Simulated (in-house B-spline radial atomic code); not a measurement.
Whole-atom quantities along the 25-electron series, configuration [Ar] 3d7. Computed with an all-electron radial atomic-structure program (B-spline basis): non-relativistic Hartree-Fock, average of the configuration, point nuclei.

This level leaves out relativity, spin-orbit splitting included, which matters for heavy ions.

```
  ion   Z  E/Z² (Eh)  Σ<r²> (bohr²)  n(0)/Z³ (bohr⁻³)  Lamb diamagnetic shielding (ppm)  repulsion over attraction
Rb12+  37    -2.1034         4.3991           0.69193                           3166.33                     0.1274
Sr13+  38    -2.1197         4.0431           0.69296                           3267.16                    0.12476
Zr15+  40    -2.1502         3.4534            0.6949                           3468.76                    0.11976
Nb16+  41    -2.1645         3.2072           0.69582                           3569.53                    0.11738
Mo17+  42    -2.1783         2.9871           0.69669                           3670.27                    0.11508
Tc18+  43    -2.1915         2.7895           0.69754                           3771.01                    0.11285
Ru19+  44    -2.2042         2.6113           0.69835                           3871.73                    0.11071
Rh20+  45    -2.2165           2.45           0.69914                           3972.43                    0.10863
Pd21+  46    -2.2283         2.3035           0.69989                           4073.13                    0.10663
Ag22+  47    -2.2396           2.17           0.70062                           4173.82                    0.10469
Cd23+  48    -2.2505          2.048           0.70133                            4274.5                    0.10281
In24+  49    -2.2611         1.9361           0.70201                           4375.17                      0.101
Sn25+  50    -2.2713         1.8333           0.70266                           4475.84                   0.099243
Sb26+  51    -2.2811         1.7386           0.70329                            4576.5                   0.097544
Te27+  52    -2.2906         1.6511           0.70391                           4677.15                   0.095899
 I28+  53    -2.2998         1.5702            0.7045                            4777.8                   0.094305
Xe29+  54    -2.3087         1.4951           0.70508                           4878.45                   0.092762
Cs30+  55    -2.3173         1.4254           0.70563                           4979.09                   0.091265
Ba31+  56    -2.3256         1.3605           0.70617                           5079.72                   0.089814
La32+  57    -2.3337         1.2999           0.70669                           5180.36                   0.088406
Ce33+  58    -2.3415         1.2434            0.7072                           5280.99                   0.087041
Pr34+  59    -2.3491         1.1905           0.70769                           5381.62                   0.085715
Nd35+  60    -2.3565         1.1409           0.70817                           5482.24                   0.084427
Pm36+  61    -2.3636         1.0944           0.70863                           5582.87                   0.083177
Sm37+  62    -2.3705         1.0507           0.70908                           5683.49                   0.081961
```

With what power of Z does the column «Σ<r²> (bohr²)» change over this range?

A fit of the logarithm of its size against log Z from Z = 37 to 62 has slope -2.75. Unscreened non-relativistic hydrogenic orbitals would give -2.
